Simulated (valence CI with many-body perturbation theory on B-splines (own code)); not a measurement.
Values are calculated unless marked as measured or tabulated.
**Hyperfine factors and g values of Mn XIII**

Method: configuration interaction combined with many-body perturbation theory (CI+MBPT): three valence electrons over a frozen Dirac-Fock core [Ne], radial functions for each j: 11 s, 11 p, 10 d, 8 f, 5 g, 2 h, with the one-electron correlation potential Σ1, the two-electron term Σ2, the three-electron term Σ3, Breit, model QED; selected CI, second order for the rest, scaled by the run's own slope (own B-spline code, finite nucleus).

No measured levels were compared; by estimate levels of excited configurations hold to 0.05 to 0.15 % of their energy, terms of the ground configuration to about 0.5 %.

A/g_I is the dipole constant over the nuclear g factor μ/I (μ in nuclear magnetons, uniformly magnetised nucleus), B/Q the quadrupole constant per barn. Both hold the static response of the core; the bare values leave it out. Large factors of s and p1/2 electrons are usually good to 5 to 10 %; those of open d and f shells near neutrality can be off by tens of per cent, and small factors of p3/2, d and f electrons come from cancelling terms and can be off by a factor of two or in sign, in half-filled shells by more. B is blank for J = 1/2, where it vanishes, and for nearly pure S terms. Energies count from the lowest level.

Names give the largest LS component (configuration and term), which can be under half, so a name can repeat, a term be missing and a line seem to break the LS rules; names also repeat where a configuration has a term twice. Letters in brackets count levels of one name in rising energy.

```csv
Level,E (cm⁻¹),g,A/g_I (MHz),A/g_I bare,B/Q (MHz/b),B/Q bare
3s2 3p 2P°_1/2,0,0.665,20400,19200,,
3s2 3p 2P°_3/2,15313,1.333,4140,4060,7210,6850
3s 3p2 4P_1/2,208330,2.663,39300,37500,,
3s 3p2 4P_3/2,214450,1.732,17800,17000,5910,5620
3s 3p2 4P_5/2,222370,1.594,18500,17700,-7240,-6870
3s 3p2 2D_3/2,276550,0.803,-4200,-3830,9190,8750
3s 3p2 2D_5/2,278160,1.206,18000,17000,13000,12400
3s 3p2 2S_1/2,339320,1.778,59100,55500,,
3s 3p2 2P_1/2,360730,0.895,23300,21700,,
3s 3p2 2P_3/2,367790,1.330,-3510,-2960,-7290,-6940
3s2 3d 2D_3/2,440790,0.799,458,626,1940,1950
3s2 3d 2D_5/2,442290,1.200,2840,2860,2730,2740
3p3 2D°_3/2,534490,0.839,1590,1510,1580,1520
3p3 2D°_5/2,537250,1.199,7770,7520,-2130,-2000
3p3 4S°_3/2,546340,1.954,-1280,-354,,
3p3 2P°_1/2,595930,0.665,17400,16200,,
3s 3p 3d 4F°_3/2,596510,0.453,-6900,-6430,3580,3470
3p3 2P°_3/2,598390,1.289,2050,2250,-1720,-1630
3s 3p 3d 4F°_5/2,599860,1.030,5280,5140,3220,3140
3s 3p 3d 4F°_7/2,604640,1.239,8870,8550,4760,4630
3s 3p 3d 4F°_9/2,611280,1.333,9660,9300,8680,8400
3s 3p 3d 4P°_5/2,642160,1.519,11100,10700,3330,3280
3s 3p 3d 4D°_3/2,644250,1.415,7790,7660,1950,1880
3s 3p 3d 4D°_1/2,645660,0.368,-18800,-17500,,
3s 3p 3d 4D°_7/2,653010,1.427,11800,11300,-5700,-5340
3s 3p 3d 4P°_1/2,653040,2.300,35800,34000,,
3s 3p 3d 4P°_3/2,653490,1.505,14200,13600,-2520,-2470
3s 3p 3d 4D°_5/2,653580,1.428,11900,11500,-4000,-3840
3s 3p 3d 2D°_3/2 [a],666450,0.811,-8590,-7910,-3890,-3660
3s 3p 3d 2D°_5/2 [a],666890,1.218,14000,13300,-5290,-4970
3s 3p 3d 2F°_5/2 [a],693900,0.861,5650,5380,7250,7030
3s 3p 3d 2F°_7/2 [a],706020,1.142,763,932,8560,8300
3s 3p 3d 2P°_3/2 [a],752600,1.306,9710,9340,1620,1600
3s 3p 3d 2P°_1/2 [a],758890,0.665,-16000,-14900,,
3s 3p 3d 2F°_7/2 [b],761190,1.143,10400,9890,8460,8210
3s 3p 3d 2F°_5/2 [b],763750,0.859,-4900,-4430,7300,7080
3s 3p 3d 2P°_1/2 [b],781980,0.664,-160,29.8,,
3s 3p 3d 2P°_3/2 [b],783180,1.131,6900,6640,1280,1310
3s 3p 3d 2D°_3/2 [b],785740,1.027,2790,2840,-4890,-4650
3s 3p 3d 2D°_5/2 [b],786770,1.197,-2060,-1640,-5510,-5160
```

Problem. Take the isotope of mass number 53, with I = 7/2, μ = 5.033 μN, leaving out the quadrupole term. What is the hyperfine structure of 3s 3p2 2S_1/2?

Solution. From the table A = 84900 MHz. Shifts from the centre of gravity in MHz: F = 3: -191000, F = 4: 149000.
